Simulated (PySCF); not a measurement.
F4Hf, SMILES [F][Hf]([F])([F])[F] (connectivity only; charge and spin as stated), charge -1, multiplicity 2.

Geometry optimised at r2SCAN-D4/def2-SVPD. The spin state was assumed, not searched. The isomer is the one that the SMILES or the coordinates give; other isomers of the formula were not compared. The def2 effective core potentials stand for the cores of Hf; spin–orbit coupling is left out.

Two levels are set side by side: PBE/def2-SVPD (PySCF) and ωB97X/def2-SVPD (PySCF). Same geometry, gas phase. Differences are taken from unrounded values.

| quantity | PBE |
|---|---|
| α-spin orbital gap (eV) | 2.48 |
| β-spin orbital gap (eV) | 5.90 |
| mean polarisability (bohr³) | 82.4 |

These are the PBE values. What does ωB97X give? (Estimate from the structure and the level; the computed values follow.)


```
quantity                     ωB97X  PBE minus ωB97X
---------------------------  -----  ---------------
α-spin orbital gap (eV)       7.09            -4.61
β-spin orbital gap (eV)      11.83            -5.93
mean polarisability (bohr³)   68.1             14.3
```

PBE's more diffuse valence density responds more strongly to a field. Differences between two approximate levels are no errors against the true value.

Rough cost on one machine, each run with all the roots and properties that it gave: ωB97X against PBE within a factor of 2.
